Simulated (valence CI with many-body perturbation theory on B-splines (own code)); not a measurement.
# Tl32+: one-electron terms

Level of theory: relativistic CI+MBPT: three valence electrons over a frozen Dirac-Fock core [Kr] 4d10, radial functions for each j: 7 s, 7 p, 7 d, 7 f, 4 g, 2 h, with the one-electron correlation potential Σ1 (screened to all orders), the two-electron term Σ2, the three-electron term Σ3, Breit, model QED; selected single and double excitations, second order for the rest, scaled by the run's own slope (own B-spline code, finite nucleus).

The last digits are not significant, and no measured levels were compared; by estimate large intervals hold to a few tenths of a per cent, small ones and those within an open d or f shell to about a per cent. Excitations out of the core, of the other parity, are not computed and may begin above about 193 eV (a cautious bound); beyond it only levels of the ground parity were kept, without lifetimes.

These are the spectroscopic orbitals of the CI (the correlating ones are not listed), shaped by the core and the other valence electrons. h is the expectation value of the core's Dirac-Fock operator, without the valence repulsion; Σ1 is computed up to l = 3 at one energy for each symmetry, that of its lowest orbital but kept below the first core excitation, so for empty shells it is not the orbital's own correlation shift; Breit and QED include the response of the core.

```
Orbital  h (hartree)  Σ1 (cm⁻¹)  Breit (cm⁻¹)  QED (cm⁻¹)  ⟨r⟩ (bohr)
  5s1/2      -39.883     -21425          5737        4625      0.6849
  6s1/2       -25.09      -7035          2721        2208       1.090
  7s1/2      -17.302      -3465          1541        1271       1.579
  5p1/2      -37.837     -19791          8667         227      0.7008
  6p1/2      -24.043      -7031          4396         118       1.111
  7p1/2      -16.687      -3508          2501        68.8       1.612
  5p3/2      -36.015     -16397          4751         572      0.7389
  6p3/2      -23.126      -6268          2466         299       1.156
  7p3/2      -16.156      -3211          1582         175       1.666
  5d3/2      -32.776     -15377          3349        -266      0.7601
  6d3/2      -21.427      -6298          1819        -140       1.197
  7d3/2      -15.152      -3329          1084       -82.1       1.726
  5d5/2      -32.401     -14635          2086       -86.7      0.7701
  6d5/2      -21.232      -6048          1123       -44.1       1.208
  7d5/2      -15.037      -3208           680       -25.4       1.740
  4f5/2      -48.844     -32127          1514        -785      0.3760
  5f5/2       -28.61     -14200           810        -229      0.7825
  4f7/2      -48.584     -31326          -683        -581      0.3793
  5f7/2      -28.514     -13946          48.4        -161      0.7857
  5g7/2      -25.383                     -172       -70.7      0.7691
  5g9/2      -25.365                     -402       -50.1      0.7702
```

Among the shells of the start configuration 4f3, Σ1 is largest in size for 4f5/2, where it is 0.30 % of h.

Lowest root of each symmetry, sizes in configuration state functions:

```
   J  Parity  Roots  Reference  Variational  Second order  Change by selected CI (cm⁻¹)  Change by second order (cm⁻¹)
 1/2    even      4         62         3932          6152                         -4833                             -1
 3/2    even      5        106         6563         11955                         -3277                             -1
 5/2    even      5        130         7906         11447                         -3527                             -1
 7/2    even      5        131         7774         17347                         -2737                             -1
 9/2    even      5        118         7237         14259                         -3042                             -1
11/2    even      4         89         5932         14800                         -2784                             -2
13/2    even      3         59         4750          5029                         -2851                             -1
 1/2     odd      9         63         4064          4530                         -4497                              0
 3/2     odd     17        111         7305         11214                         -3647                              0
 5/2     odd     20        133         9699         17733                         -3875                              0
 7/2     odd     20        135        10090         19037                         -3188                              0
 9/2     odd     18        118         8314         14298                         -2302                              0
11/2     odd     15         91         7419         12828                         -2075                              0
13/2     odd      9         56         5305         10363                         -2212                              0
15/2     odd      5         29         2922          1561                         -2428                              0
17/2     odd      1          8         1206           298                         -3120                              0
```
